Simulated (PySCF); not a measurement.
C₃H₆BNO, SMILES C#CB(O)NC. Geometry optimised at PBE-D3(BJ)/def2-SVP. The structure was generated by enumeration, and PubChem lists no compound with its InChIKey, so it may never have been made. One conformer was computed; it need not be the lowest.

Problem. Give the equilibrium geometry at PBE-D3(BJ)/def2-SVP (PySCF confirms it by a frequency run) as bond lengths and angles, and its point group. (An estimate is asked for; the answer gives what the named calculation found.)

Solution. Several could match; the one computed here: point group Cs.
Atoms: C1 C2 B3 O4 N5 C6 H7 H8 H9 H10 H11 H12. Bonded distances (Å): C1–C2 1.229, C1–H7 1.082, C2–B3 1.549, B3–O4 1.386, B3–N5 1.413, O4–H8 0.972, N5–C6 1.445, N5–H9 1.023, C6–H10 1.113, C6–H11 1.113, C6–H12 1.107. Angles (°): C2–C1–H7 179.8, C1–C2–B3 178.2, C2–B3–O4 121.1, C2–B3–N5 121.0, O4–B3–N5 118.0, B3–O4–H8 110.9, B3–N5–C6 127.9, B3–N5–H9 116.7, C6–N5–H9 115.3, N5–C6–H10 112.3, N5–C6–H11 112.3, N5–C6–H12 109.4, H10–C6–H11 107.4, H10–C6–H12 107.6, H11–C6–H12 107.6.
